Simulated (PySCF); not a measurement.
Compound: C₈H₇N.
Cartesian coordinates in Å at the GFN2-xTB level; atoms count from 1:
```xyz
16
C8H7N angstrom
C      2.8764    1.4878    1.0717
C      2.3165    0.4663    0.7991
C      1.6166   -0.7545    0.4555
C      0.1832   -0.4901    0.0706
C     -0.1557    0.5444   -0.7972
C     -1.4882    0.7284   -1.1199
C     -2.4344   -0.1246   -0.5710
C     -1.9932   -1.1235    0.2814
N     -0.7222   -1.3021    0.5962
H      3.3772    2.3740    1.3242
H      2.1318   -1.2344   -0.3842
H      1.6271   -1.4424    1.3038
H      0.6132    1.1878   -1.1976
H     -1.7857    1.5240   -1.7882
H     -3.4839   -0.0150   -0.7960
H     -2.6863   -1.8171    0.7402
```

NICS is the negative of the GIAO shielding at a point without a nucleus: at the ring centre (0) and 1 Å above and below it (1); zz is the component along the ring normal. Level: GIAO PBE0/pcSseg-1 (PySCF, non-relativistic, gas phase) on the GFN2-xTB geometry, one conformer.

Ring bond lengths (Å), with Mayer bond orders in brackets: C4–C5 1.392 (1.31), C5–C6 1.383 (1.45), C6–C7 1.387 (1.41), C7–C8 1.385 (1.41), C8–N9 1.322 (1.48), N9–C4 1.325 (1.50).

Question: What do the NICS probes read (ppm)?

Answer: 
```csv
ring,type,NICS(0),"NICS(1), two faces","NICS(1)zz, two faces",rms pucker (Å),"centre to ring atoms, mean (Å)"
C4–C5–C6–C7–C8–N9,6-membered ring with N; formal bonds all aromatic,-7.3,-11.1 / -11.2,-28.1 / -27.9,0.00,1.37
```

Question: What do they say, and how far can they be read as aromaticity?

Answer: 
- C4–C5–C6–C7–C8–N9: mean NICS(1)zz -28.0 ppm, shielded, aromatic by this magnetic criterion (flat ring, no four-coordinate atom).

Question: What does the geometric index give? HOMA takes Krygowski's 1993 parameters.

Answer: 
- C4–C5–C6–C7–C8–N9: HOMA 0.99; the largest term is that of C8–N9, α(R − Ropt)² = 0.01. The geometric and the magnetic index point the same way.

Question: At the first NICS(1) probe listed for ring C4–C5–C6–C7–C8–N9, 1 Å off the ring, what do the in-plane components average?

Answer: The isotropic value is a third of the trace: (3 × -11.1 − (-28.1))/2 = -2.6 ppm.

Question: List the ring angles and the Hirshfeld charges of the ring atoms.

Answer: 
- C4–C5–C6–C7–C8–N9: C4 122.4° (+0.073 e), C5 118.6° (-0.054 e), C6 118.9° (-0.030 e), C7 118.0° (-0.055 e), C8 123.4° (+0.016 e), N9 118.7° (-0.159 e); sum 720.0° against 720° for a flat convex ring.

Question: How shielded are the nuclei of the rings and their hydrogens (means over atoms taken as equivalent)?

Answer: 
```tsv
atoms	environment	σ isotropic (ppm)	principal values of the symmetric part, first atom (ppm)
C4	substituted aromatic carbon	22.5	-80.9, 5.6, 142.9
C5	aromatic CH carbon	58.0	-52.5, 47.9, 178.6
C6	aromatic CH carbon	44.5	-70.8, 23.6, 180.8
C7	aromatic CH carbon	60.3	-52.0, 53.4, 179.5
C8	aromatic CH next to a ring nitrogen	32.4	-75.4, 26.9, 145.8
N9	pyridine-type nitrogen	-87.2	-376.1, -163.0, 277.4
H13	aromatic hydrogen	23.75	20.0, 21.5, 29.7
H14	aromatic hydrogen	23.72	20.5, 23.6, 27.0
H15	aromatic hydrogen	24.41	21.9, 24.1, 27.3
H16	aromatic hydrogen	22.91	18.8, 23.4, 26.5
```
